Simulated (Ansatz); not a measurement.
`[NH2][Ga]([F])[Cl]` + H₂S → `[F][Ga]([SH])[Cl]` + NH₃ at 500 K and 1 bar (ligand exchange at a Ga–N bond).

Computed with Ansatz on PBE0-D4/def2-TZVP structures; ΔE is electronic, products minus reactants. CCSD(T)/CBS is the MP2 limit (def2-TZVPP, def2-QZVPP) plus CCSD(T) − MP2 in def2-TZVPP, frozen cores. This one scheme is used for every species. For Ga outer-core shells are correlated without core-valence functions, which leaves a few kJ/mol of doubt a bond. Scalar relativity is left out up to krypton. Each species was taken in one conformer, which may not be the lowest.

```json
{"species": "`[NH2][Ga]([F])[Cl]`", "CCSD(T)/CBS energy (Eh)": "-2539.54166", "H − E (kJ/mol)": "113.2", "S (J/(mol·K))": "384.3"}
{"species": "H₂S", "CCSD(T)/CBS energy (Eh)": "-398.97279", "H − E (kJ/mol)": "57.0", "S (J/(mol·K))": "224.0"}
{"species": "`[F][Ga]([SH])[Cl]`", "CCSD(T)/CBS energy (Eh)": "-2882.02312", "H − E (kJ/mol)": "70.2", "S (J/(mol·K))": "384.9"}
{"species": "NH₃", "CCSD(T)/CBS energy (Eh)": "-56.50880", "H − E (kJ/mol)": "108.2", "S (J/(mol·K))": "211.8"}
```

H − E and S are ideal-gas, rigid-rotor, harmonic terms from PBE0-D4/def2-TZVP, for one conformer and one mirror image of each species. 1 Eh = 2625.50 kJ/mol, R = 8.31446 J/(mol·K).

By hand: ΔE, ΔH, ΔS and ΔG.

ΔE = (-2882.02312) + (-56.50880) − (-2539.54166) − (-398.97279) = -0.01747 Eh = -45.9 kJ/mol. Δ(H − E) = 70.2 + 108.2 − 113.2 − 57.0 = 8.2, so ΔH = -37.7 kJ/mol. ΔS = 384.9 + 211.8 − 384.3 − 224.0 = -11.6 J/(mol·K). ΔG = -37.7 − 500 × (-11.6)/1000 = -31.9 kJ/mol.

By hand: the equilibrium constant, and the temperature at which ΔG would vanish if ΔH and ΔS stayed fixed.

log₁₀ K = −ΔG/(RT ln 10) = 3.3. ΔG = 0 at ΔH/ΔS = 3250 K, far beyond where these terms or the molecules hold.

The number of gas molecules stays the same, so ΔS is small and ΔH decides. A doubt of 5 kJ/mol in ΔE shifts log₁₀ K by 0.5 here. Other conformers and mirror images would add mixing entropy, several J/(mol·K) or more a flexible species. These are equilibria of isolated gas molecules and say nothing of rates. Largest T1 diagnostic: 0.013 (customary marks: 0.02 for closed shells, 0.045 for open ones).
